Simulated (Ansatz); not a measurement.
Basis sets compared for Zr(NH2)2Cl2 (ZrN2Cl2H4). Total charge 0; singlet. Geometry B3LYP-D4/def2-SVP. Ansatz on 4 threads of Intel Xeon 6975P-C on a shared host; times are rough, and most runs start from earlier orbitals.

```xyz
9

Zr   -0.476    0.462   -0.100
N    -0.746   -1.528    0.058
H    -0.973   -2.031    0.917
H    -0.787   -2.186   -0.722
N     1.512    0.751    0.106
H     2.237    0.050    0.255
H     1.955    1.671    0.072
Cl   -1.590    1.594    1.675
Cl   -1.132    1.216   -2.261
```

In the def2 sets Zr takes a core potential, while STO-3G treats all electrons; there is no spin–orbit coupling.

STO-3G and 6-31G are all-electron sets without relativity, so their totals don't compare with the def2 sets.

Binding counts from free atoms (Zr triplet, N quartet, H doublet, Cl doublet) in the same basis, without a counterpoise term.

```tsv
level	functions	energy (Eh)	HOMO (eV)	LUMO (eV)	binding per atom (eV)	wall time
HF/STO-3G	59	-4522.5416	-8.95	5.17	–	0.25 s
HF/def2-TZVP	200	-1077.0881	-11.13	1.61	2.68	0.95 s
PBE-D4/def2-SVP	115	-1078.7497	-6.25	-2.07	–	0.65 s
PBE-D4/def2-TZVP	200	-1079.2086	-6.45	-2.30	–	1.1 s
r2SCAN-D4/def2-TZVP	200	-1079.6041	-6.76	-2.14	–	2 s
PBE0-D4/def2-SVP	115	-1078.8043	-7.68	-1.28	3.93	1 s
PBE0-D4/def2-TZVP (with forces)	200	-1079.2573	-7.82	-1.46	3.90	2.3 s
```

Problem. Estimate the rows for PBE-D4/def2-TZVPD, r2SCAN-D4/def2-TZVPD, PBE0-D4/def2-TZVPD.

Solution. 
```csv
level,functions,energy (Eh),HOMO (eV),LUMO (eV),binding per atom (eV),wall time
PBE-D4/def2-TZVPD,242,-1079.2112,-6.51,-2.38,–,1.7 s
r2SCAN-D4/def2-TZVPD,242,-1079.6059,-6.79,-2.19,–,2.8 s
PBE0-D4/def2-TZVPD,242,-1079.2595,-7.86,-1.53,3.90,2.2 s
```
